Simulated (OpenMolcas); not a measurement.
C I: effect of the active space

```json
{
  "Program": "OpenMolcas",
  "Method": "CASSCF",
  "Basis": "ANO-L-VQZP",
  "Scalar Hamiltonian": "non-relativistic, point nucleus",
  "Spin-orbit coupling": "RASSI with atomic mean-field integrals over the reference wave functions, term energies averaged over their components"
}
```

A. 2 electrons in 3 orbitals (2p); 2S+1 = 3 even, 3 roots; 2S+1 = 1 even, 6 roots kept (CI in the orbitals of an earlier block); cost of the order of 1.9 core-seconds
B. 4 electrons in 4 orbitals (2s 2p); 2S+1 = 3 even, 3 roots; 2S+1 = 1 even, 6 roots; 2S+1 = 5 odd, 1 root; 2S+1 = 3 odd, 5 roots; cost roughly 10 core-seconds

Energies in cm-1 above 2s2 2p2 3P0, the measured ground level; measured values from NIST Handbook of Basic Atomic Spectroscopic Data.

```csv
Level,A,B,Measured
2s2 2p2 3P0,0.0,0.0,0.0
2s2 2p2 3P1,15.8,15.2,16.4
2s2 2p2 3P2,47.3,45.4,43.4
2s2 2p2 1D2,12848,12735,10193
2s2 2p2 1S0,32073,21120,21648
```

Deviations, from unrounded energies. A percentage is the sum of absolute deviations over the sum of measured energies, with the sign that they share, or ± where signs differ.

```json
{"Against measurement": "mean absolute deviation (cm-1)", "Levels": "4", "A": "3300", "B": "770"}
{"Against measurement": "fine structure of the ground term (%)", "Levels": "2", "A": "±7.5", "B": "±5.3"}
{"Against measurement": "other terms of the ground configuration (%)", "Levels": "2", "A": "+41.1", "B": "±9.6"}
```

B lies closest to measurement on these levels. The largest miss of B in the table is 2s2 2p2 1D2, by +2500 cm-1. The ranking rests on the paired levels alone, and a cruder setting can come out closer through cancelling errors.

Between A and B the level of the table that moves most is 2s2 2p2 1S0, by 11000 cm-1 (lowest in B, highest in A).

Without dynamic correlation excited terms often stand tens of per cent too high (terms of higher spin than the ground term too low), and those without a measured partner can miss by more than the paired ones. Terms from blocks run as CI alone lack orbitals of their own (holds for A). With the s shell closed, the reference lacks s² → p² mixing (holds for A). Computed and measured levels are paired by configuration, term and J; levels that our copy of the source lacks, or whose pairing is in doubt (as where it misses far off the trend of its configuration), stay unpaired and out of the deviations. Only configurations of the active space appear. The table leaves out levels that lie high or whose names do not pair safely across all columns.
